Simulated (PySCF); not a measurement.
Method: B3LYP-D3(BJ)/def2-TZVP run with PySCF 2.14.0. All species are isolated molecules in the gas phase. One relaxed conformer stands for a flexible species; it need not be the lowest. B3LYP has the VWN-RPA correlation part, as in Gaussian. Delta-SCF ions had no search for a lower state. Excitations are Tamm–Dancoff values on a coarser integration grid. The basis has no diffuse functions, so Rydberg states are missing or too high.

Reference species (SMILES): `S[Si](N)(S)S` (neutral, multiplicity 1).

S1 oscillator strength: 0.009
vertical ionisation energy (Delta-SCF): 9.07 eV
T1 excitation (TDA): 5.34 eV
HOMO–LUMO gap: 6.85 eV

Changed species: `S[Si](S)(S)S` (4 of 4 NH2 replaced by SH; the reference has 3 of 4 NH2 replaced by SH).

Task: Predict the effect on the S1 oscillator strength, vertical ionisation energy (Delta-SCF), T1 excitation (TDA) and HOMO–LUMO gap.

Result: the S1 oscillator strength hardly moves; the vertical ionisation energy (Delta-SCF) falls by 0.18 eV, to 8.89 eV; the T1 excitation (TDA) falls by 0.77 eV, to 4.57 eV; the HOMO–LUMO gap drops by 0.98 eV, to 5.87 eV.
